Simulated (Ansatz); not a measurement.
Constitutional and geometric isomers with formula CH6OSi2. All species are isolated molecules in the gas phase. One relaxed conformer stands for each flexible species; it need not be the lowest. Strings in code marks are SMILES.

Quantity: electronic energy of isomers of CH6OSi2 relative to `C=[SiH]O[SiH3]` (C–Si–O–Si torsion 1°), in kcal/mol. The restricted reference of `C/[SiH]=[SiH]\O` is unstable towards unrestricted orbitals.

Case: `C/[SiH]=[SiH]\O` (Si–Si–O–H torsion 132°). Geometry of `[SiH](/O)=[SiH]/C` (neutral, multiplicity 1, Å):

```xyz
10

C     -1.8318    -0.1837    -0.4190
Si    -0.3622     0.9696    -0.1318
Si     1.5315     0.1072     0.5948
O      2.0926    -1.3452     0.0412
H     -2.5529     0.2974    -1.0833
H     -1.5019    -1.1081    -0.8942
H     -2.3416    -0.4301     0.5128
H     -0.7223     2.0705     0.8071
H      2.6782     1.0326     0.8099
H      3.0103    -1.4105    -0.2376
```

**Question.** What is the computed electronic energy of isomers of CH6OSi2 relative to `C=[SiH]O[SiH3]` (C–Si–O–Si torsion 1°) (frozen-core MP2/cc-pVTZ // B3LYP-D3(BJ)/def2-TZVP (Ansatz, a program for electronic structure))?

**Answer.** 24.3 kcal/mol.
